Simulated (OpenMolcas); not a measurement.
## 3d⁵ along the 23-electron sequence

- Program: OpenMolcas 26.06
- Method: RASSCF
- Basis: ANO-R2
- Scalar Hamiltonian: X2C, finite nucleus
- Spin-orbit coupling: RASSI with atomic mean-field integrals over the reference wave functions, term energies averaged over their components

Active space for each ion: 11 electrons in 8 orbitals (RAS1 3p, at most 2 holes; RAS2 3d).

Computed levels in cm-1 above ⁶S_5/2:

```
                               Level   Mn2+   Fe3+   Co4+   Ni5+   Cu6+
                              ⁴G_5/2  33004  38252  43338  48144  52677
                              ⁴G_7/2  33022  38285  43392  48232  52814
                             ⁴G_11/2  33027  38294  43408  48257  52853
                              ⁴G_9/2  33033  38304  43424  48284  52895
                              ⁴P_5/2  33627  39141  44541  49673  54532
                              ⁴P_3/2  33654  39192  44629  49817  54758
                              ⁴P_1/2  33678  39237  44708  49949  54965
                              ⁴D_7/2  38983  45247  51341  57142  62653
                              ⁴D_1/2  39010  45303  51442  57314  62928
weight of ⁶S in the lowest level (%)    100    100    100    100    100
```

Measured, with the error of the calculation in %. Measured levels: Mn2+ from Corliss and Sugar, J. Phys. Chem. Ref. Data 6, 1253 (1977); Fe3+ from Corliss and Sugar, J. Phys. Chem. Ref. Data 11, 135 (1982); Co4+ from Sugar and Corliss, J. Phys. Chem. Ref. Data 10, 1097 (1981); Ni5+ from Corliss and Sugar, J. Phys. Chem. Ref. Data 10, 197 (1981); Cu6+ from the list in Gamrath, thesis, University of Mons (2023).

| Level | Mn2+ | Fe3+ | Co4+ | Ni5+ | Cu6+ |
| --- | --- | --- | --- | --- | --- |
| ⁴G_7/2 | 26860 (+22.9) |  |  |  |  |
| ⁴G_11/2 | 26824 (+23.1) | 32246 (+18.8) | 37218 (+16.6) | 41921 (+15.1) |  |
| ⁴P_5/2 | 29168 (+15.3) | 35254 (+11.0) | 40753 (+9.3) | 45884 (+8.3) | 50732 (+7.5) |
| ⁴P_3/2 | 29241 (+15.1) | 35333 (+10.9) | 40891 (+9.1) | 46104 (+8.1) | 51067 (+7.2) |
| ⁴P_1/2 | 29207 (+15.3) | 35407 (+10.8) | 41024 (+9.0) | 46325 (+7.8) | 51407 (+6.9) |
| ⁴D_7/2 | 32307 (+20.7) | 38779 (+16.7) | 44709 (+14.8) | 50331 (+13.5) | 55742 (+12.4) |
| ⁴D_1/2 | 32369 (+20.5) | 38897 (+16.5) | 44908 (+14.6) |  | 56210 (+12.0) |

⁴G_5/2 changes by a factor of 1.6 over the same range, with steps per unit of Z of +5250, +5090, +4810, +4530 cm-1.

Without dynamic correlation excited terms often stand tens of per cent too high (terms of higher spin than the ground term too low), and those without a measured partner can miss by more than the paired ones. Active for correlation alone: 3p; no level in the range computed is led by a configuration that opens it, so any true level of that kind is missing. Computed and measured levels are paired by configuration, term and J; levels that our copy of the source lacks, or whose pairing is in doubt (as where it misses far off the trend of its configuration), stay unpaired and out of the deviations. Levels of configurations outside the active space are missing.
